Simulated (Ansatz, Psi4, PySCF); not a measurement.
HO3S (SMILES O=[S](=O)O), doublet, geometry from GFN2-xTB. Base run: MP2/def2-SVP run with PySCF.

Input for PySCF:
```python
from pyscf import gto, scf, mp

mol = gto.Mole()
mol.atom = '''
    O    -0.351619    1.375810    0.164177
    S    -0.155350    0.005585   -0.270455
    O    -1.001187   -1.031555    0.259665
    O     1.412122   -0.399306    0.098874
    H     2.011082    0.351045    0.145551
'''
mol.basis = 'def2-svp'
mol.charge = 0
mol.spin = 1
mol.verbose = 3
mol.build()

mf = scf.UHF(mol)
mf.kernel()

pt = mp.MP2(mf)
pt.kernel()
print('E(MP2) = %.10f' % pt.e_tot)
```

The same geometry, method and basis name were run in Ansatz (a program for electronic structure) and Psi4 and PySCF, at each program's defaults and at the settings that a row names. The base is PySCF at its defaults. Differences at the defaults can come from grids, fitting, cores and function types together.

```tsv
code and settings	ΔE vs base (mEh)	basis functions	E (Eh)	SCF cycles
PySCF, defaults (exact integrals, spherical functions, all electrons correlated)	0.000	65	-622.96222	19
Psi4, defaults (density fitting with its default set, spherical functions, all electrons correlated)	0.212	65	-622.96201	22
Ansatz, defaults (factorised integrals, spherical functions, frozen core)	16.836	65	-622.94539	-
PySCF, frozen core	16.816	65	-622.94541	19
Psi4, exact integrals, spherical functions, frozen core	16.816	65	-622.94541	22
Ansatz, high accuracy, frozen core	16.816	65	-622.94541	-
```

Open shells are given as the SCF converged; they aren't shown to be the lowest states, and a large step between rows can be another state.
